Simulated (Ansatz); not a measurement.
CH8Si2Te (`[SiH3]C[Te][SiH3]`), 12 atoms. Total charge 0; spin multiplicity 1. Correlated methods freeze the filled d shell of Te. Te takes the def2 core potential. All runs use 4 threads of a server CPU on a shared host. Correlated methods freeze the cores.

(1) How many basis functions does each run have, and how long does it take in Ansatz? RKS PBE0-D4/def2-QZVPP energy; RKS PBE0-D4/def2-TZVP relaxation (24 steps); RKS ωB97M-V/def2-QZVPP energy; RKS PBE0-D4/def2-TZVPP energy; RKS r2SCAN-D4/def2-TZVPP energy and forces; RKS ωB97X-V/def2-TZVPP energy; RKS PBE0-D4/def2-TZVP frequencies; RKS LC-ωPBE/def2-TZVPP energy; RHF-MP2/def2-QZVPP energy; direct RPA on PBE orbitals/def2-TZVPP energy; RHF-CCSD(T)/def2-TZVPP energy; RKS PBE0-D4/def2-SVP energy. (Best estimate.)

Answers

(1) Ansatz gave: Other jobs shared the machine, so times are rough.

```
                                level                    job  functions  wall time  peak host memory (GiB)
                 RKS PBE0-D4/def2-SVP                 energy        116      1.1 s                    0.28
               RKS LC-ωPBE/def2-TZVPP                 energy        277      2.5 s                    0.63
               RKS PBE0-D4/def2-TZVPP                 energy        277      2.7 s                    0.87
             RKS r2SCAN-D4/def2-TZVPP      energy and forces        277      3.4 s                    0.46
direct RPA on PBE orbitals/def2-TZVPP                 energy        277      4.7 s                    0.76
               RKS ωB97X-V/def2-TZVPP                 energy        277        6 s                     1.1
               RKS PBE0-D4/def2-QZVPP                 energy        519        8 s                     2.4
               RKS ωB97M-V/def2-QZVPP                 energy        519       15 s                     2.8
                   RHF-MP2/def2-QZVPP                 energy        519       18 s                     3.6
               RHF-CCSD(T)/def2-TZVPP                 energy        277       40 s                     7.3
                RKS PBE0-D4/def2-TZVP  relaxation (24 steps)        203       58 s                    0.65
                RKS PBE0-D4/def2-TZVP            frequencies        203    2.3 min                    0.65
```

LC-ωPBE has ω = 0.4 bohr⁻¹.
